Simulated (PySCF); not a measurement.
**Vibration and rotation of LiI**

RHF-CCSD(T) constants of LiI, ¹Σ⁺ (singlet), closed shell (PySCF, scalar-relativistic core potentials, basis sets Li def2-TZVPP, I def2-TZVPP with ECP28; masses 7.0160 and 126.9045 u):

| Property | Result |
| --- | --- |
| ωe | 493.9 cm⁻¹ |
| ωexe | 2.92 cm⁻¹ |
| Be | 0.43729 cm⁻¹ |
| αe | 0.00401 cm⁻¹ |
| De to Li + I | 3.65 eV |

**Question.** What force constant and bond length do these constants imply?

**Answer.** Reduced mass μred = 6.6484 u; k = 5.8918×10⁻⁷·μred·ωe² (u, cm⁻¹, mdyn/Å) = 0.956 mdyn/Å; Re = √(16.8576/(μred·Be)) (u, cm⁻¹, Å) = 2.408 Å.

**Question.** Estimate the centrifugal constant D from the Kratzer relation and find the Dunham coefficient a1.

**Answer.** D = 4Be³/ωe² = 1.37e-06 cm⁻¹; a1 = −1 − αeωe/(6Be²) = -2.73.

Measured values (Huber and Herzberg, Constants of Diatomic Molecules (1979)): ωe = 498.16 cm⁻¹, ωexe = 3.39 cm⁻¹, Be = 0.443182 cm⁻¹, αe = 0.00409 cm⁻¹.

Correlated steps freeze 4 core orbitals. These are scalar-relativistic numbers at best; spin–orbit coupling would shift them, the dissociation energy most. Where the molecule has an RHF reference, its open-shell atoms are computed with UHF.
